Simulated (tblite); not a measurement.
Compound: C₇H₁₅NSi.
Atom-mapped SMILES: `[SiH3:1][NH:2][C@H:3]1[C@H:4]2[CH2:5][CH2:6][C@@H:7]1[CH2:8][CH2:9]2` (hydrogens: H10, H11, H12 on Si1; H13 on N2; H14 on C3; H15 on C4; H16, H17 on C5; H18, H19 on C6; H20 on C7; H21, H22 on C8; H23, H24 on C9)

Computed with GFN2-xTB (tblite), gas phase: L-BFGS steps from a force-field or distance-geometry start until the largest atomic force falls under 0.01 eV/Å.

At the end of the run (lengths in Å): Si1–N2 1.717, C4–C9 1.531, C5–C6 1.543, C6–H19 1.090, C3–H14 1.093, C9–H23 1.090, C4–C5 1.534, Si1–N2–C3 123.0°, N2–C3–C7 117.6°, N2–C3–C4 115.6°, C7–C8–C9 103.3°, Si1–N2–C3–C4 172°, N2–C3–C4–C5 69°, C3–C4–C5–C6 34°, H13–N2–Si1–H10 162°, H13–N2–C3–C4 -40°.

Problem. These geometries were met on the way; a selection of coordinates is given. Order them by energy above the end point, lowest first.
A. Si1–N2 1.813, C4–C9 1.489, C5–C6 1.506, C6–H19 1.125, C3–H14 1.127, C9–H23 1.123, C4–C5 1.503, Si1–N2–C3 106.9°, N2–C3–C7 114.4°, N2–C3–C4 113.7°, C7–C8–C9 99.9°, Si1–N2–C3–C4 180°, N2–C3–C4–C5 61°, C3–C4–C5–C6 46°, H13–N2–Si1–H10 57°, H13–N2–C3–C4 56°
B. Si1–N2 1.733, C4–C9 1.538, C5–C6 1.535, C6–H19 1.077, C3–H14 1.101, C9–H23 1.079, C4–C5 1.519, Si1–N2–C3 109.2°, N2–C3–C7 112.6°, N2–C3–C4 115.7°, C7–C8–C9 100.9°, Si1–N2–C3–C4 180°, N2–C3–C4–C5 60°, C3–C4–C5–C6 47°, H13–N2–Si1–H10 57°, H13–N2–C3–C4 53°
C. Si1–N2 1.735, C4–C9 1.541, C5–C6 1.538, C6–H19 1.098, C3–H14 1.101, C9–H23 1.093, C4–C5 1.525, Si1–N2–C3 113.0°, N2–C3–C7 114.0°, N2–C3–C4 117.7°, C7–C8–C9 101.1°, Si1–N2–C3–C4 179°, N2–C3–C4–C5 62°, C3–C4–C5–C6 47°, H13–N2–Si1–H10 64°, H13–N2–C3–C4 45°
D. Si1–N2 1.721, C4–C9 1.539, C5–C6 1.541, C6–H19 1.091, C3–H14 1.100, C9–H23 1.092, C4–C5 1.529, Si1–N2–C3 122.3°, N2–C3–C7 114.5°, N2–C3–C4 117.1°, C7–C8–C9 102.2°, Si1–N2–C3–C4 175°, N2–C3–C4–C5 63°, C3–C4–C5–C6 39°, H13–N2–Si1–H10 86°, H13–N2–C3–C4 23°
E. Si1–N2 1.725, C4–C9 1.542, C5–C6 1.537, C6–H19 1.092, C3–H14 1.097, C9–H23 1.092, C4–C5 1.527, Si1–N2–C3 118.6°, N2–C3–C7 114.4°, N2–C3–C4 119.5°, C7–C8–C9 101.7°, Si1–N2–C3–C4 175°, N2–C3–C4–C5 63°, C3–C4–C5–C6 43°, H13–N2–Si1–H10 77°, H13–N2–C3–C4 34°

Solution. D (0.122 eV), E (0.202 eV), C (0.336 eV), B (0.548 eV), A (0.910 eV).

| step | E above end (eV) | rms distance from the end, all atoms (Å) | largest force (eV/Å) | rms shift of all bonds from the end (Å) |
| --- | --- | --- | --- | --- |
| 23 | 0.122 | 0.266 | 0.218 | 0.004 |
| 14 | 0.202 | 0.331 | 0.282 | 0.007 |
| 7 | 0.336 | 0.406 | 0.278 | 0.008 |
| 2 | 0.548 | 0.432 | 0.680 | 0.011 |
| 0 | 0.910 | 0.439 | 2.989 | 0.029 |

Rows stand in the order of the answer.
